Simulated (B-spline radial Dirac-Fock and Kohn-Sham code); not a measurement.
# I 4s: cross section and angular parameters

System: the free iodine atom, configuration [Kr] 4d10 5s2 5p5; threshold 186.0 eV (tabulated edge). These are calculated numbers from an atomic code on a B-spline grid; the model is Dirac-Hartree-Slater photoionisation with a Latter tail; cross sections with all multipoles, angular parameters from the dipole term and its interference with E2.

The run's input, task.json:

```json
{"items": [{
  "Z": 53,
  "q": 0,
  "cfg": [[1, 0, 2], [2, 0, 2], [2, 1, 6], [3, 0, 2], [3, 1, 6], [3, 2, 10], [4, 0, 2], [4, 1, 6], [4, 2, 10], [5, 0, 2], [5, 1, 5]],
  "A": 127,
  "rrms": 4.75,
  "do": "xps",
  "hv": [54.3, 60, 60.5, 77.3, 80.2, 89.6, 108.0, 150, 181.0, 200, 210.0, 250.0, 275.0, 412.0, 800, 1310.0, 1330.0, 1486.9, 2000, 2380.0, 2550.0, 2610.0, 2984.4, 3250.0, 5090.0, 5200.0, 5640.0, 5920.0, 9251.7, 14000.0],
  "edges": {"K": 33169.0, "L1": 5188.0, "L2": 4852.0, "L3": 4557.0, "M1": 1072.0, "M2": 931.0, "M3": 875.0, "M4": 630.8, "M5": 619.3, "N1": 186.0, "N2": 123.0, "N3": 123.0}
}]}
```

Run with: `python xray2_run.py task.json out`

For linearly polarised light dσ/dΩ = σ/(4π) [1 + β P₂(cos θ) + (δ + γ cos²θ) sin θ cos φ], with θ from the polarisation vector and φ the angle between the beam and the projection of the electron momentum on the plane normal to the polarisation.

```
hν (eV)  σ (kb)      β       γ
    200     149  1.928   0.159
    210     152  1.934   0.187
    250     137  1.951   0.295
    275     129  1.957   0.328
    412    86.9  1.972   0.384
    800    35.4  1.982   0.297
   1310       ?      ?       ?
   1330    15.7  1.986   0.141
 1486.9    13.0  1.986   0.102
   2000    7.78  1.988   0.004
   2380    5.69  1.988  -0.046
   2550    5.02  1.989  -0.062
   2610    4.81  1.989  -0.067
 2984.4    3.75  1.989  -0.091
   3250    3.20  1.989  -0.101
   5090    1.36  1.990  -0.066
   5200    1.30  1.990  -0.060
   5640    1.11  1.990  -0.031
   5920    1.01  1.990  -0.011
 9251.7   0.403  1.990   0.302
  14000   0.165  1.989   0.809
```

**Question.** Give the values at 1310 eV.

**Answer.** σ = 16.1 kb, β = 1.986, γ = 0.146. For an s subshell δ is negligible.
